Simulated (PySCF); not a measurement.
These 2 structures share the formula C4H16Si4. Theory: PySCF, PBE0-D3(BJ)/def2-SVP geometry optimisation, gas phase. Energies are electronic, without zero-point or thermal terms, for one conformer each. No frequencies were run at this level. Point groups hold within 0.08 Å.

Problem. Order them by energy at this level, lowest first, and give relative energies in kcal/mol.
A. `[SiH3:1][SiH2:2][SiH2:3][SiH2:4][CH:5]1[CH2:6][CH2:7][CH2:8]1` with Si1–Si2–Si3–Si4 -50°, Si2–Si3–Si4–C5 -47°, Si3–Si4–C5–C6 -166°, Si4–C5–C6–C7 140°, C5–C6–C7–C8 -18°, C6–C7–C8–C5 18°, Si4–C5–C8–C7 -143°
B. `[SiH3:1][Si:2]([SiH3:3])([SiH3:4])[CH:5]1[CH2:6][CH2:7][CH2:8]1` with Si2–C5–C6–C7 -101°, C5–C6–C7–C8 -16°, C6–C7–C8–C5 16°, Si2–C5–C8–C7 101°

Solution. B (0.0), A (1.8).

Neighbours under 2.5 kcal/mol apart ([SiH3][Si]([SiH3])([SiH3])C1CCC1 and [SiH3][SiH2][SiH2][SiH2]C1CCC1) can change places with a better method, another conformer or zero-point energy.

```
                          SMILES       E (Eh)  E rel (kcal/mol)  dipole (D)  point group        A, B, C (MHz)
[SiH3][Si]([SiH3])([SiH3])C1CCC1  -1318.85654               0.0        1.39           Cs  997.6, 709.6, 658.2
  [SiH3][SiH2][SiH2][SiH2]C1CCC1  -1318.85371               1.8        1.01           C1   1277, 529.0, 479.3
```

Problem. How do the relative energies change in single points at PBE0/pcSseg-1 (no added dispersion term) on the same geometries?

Solution. 
```csv
SMILES,PBE0-D3(BJ)/def2-SVP (kcal/mol),PBE0/pcSseg-1 (kcal/mol),shift
[SiH3][Si]([SiH3])([SiH3])C1CCC1,0.0,0.0,0.0
[SiH3][SiH2][SiH2][SiH2]C1CCC1,1.8,0.5,-1.3
```

Each column counts from its own lowest isomer. The order is unchanged; the largest shift is 1.3 kcal/mol.

Problem. As an exercise, what shares would exp(−E/RT) give at 500 K from these electronic energies alone (no entropy, no degeneracies)?

Solution. RT = 0.994 kcal/mol: [SiH3][Si]([SiH3])([SiH3])C1CCC1 85.6 %, [SiH3][SiH2][SiH2][SiH2]C1CCC1 14.4 %.
